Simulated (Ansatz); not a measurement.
CH$_{4}$AlNO at its PBE0-D4/def2-TZVP geometry, where that method's forces vanish. The species carries charge 0 and has multiplicity 1. The bonds changed during the relaxation, so this is another structure than the one it started from.

```xyz
8

N    -0.0724    1.5601   -0.3634
C    -0.3689    0.3026   -0.0712
O     0.4851   -0.5607    0.1285
Al   -0.1487   -2.5068    0.5838
H     0.8923    1.8442   -0.4299
H    -0.7973    2.2379   -0.5199
H    -1.4399    0.0590   -0.0138
H     1.4498   -2.9363    0.6859
```

(1) What forces (eV/Å) does PBE-D4/def2-TZVPP give on these atoms in Ansatz? (Best estimate.)

## Answers

(1) The calculation gave: 
```
N1   0.047  0.237 -0.055
C2  -0.565  0.195 -0.045
O3   0.764 -0.636  0.147
Al4 -0.166 -0.109  0.025
H5   0.339  0.129 -0.030
H6  -0.261  0.272 -0.063
H7  -0.285 -0.051  0.012
H8   0.128 -0.036  0.009
```
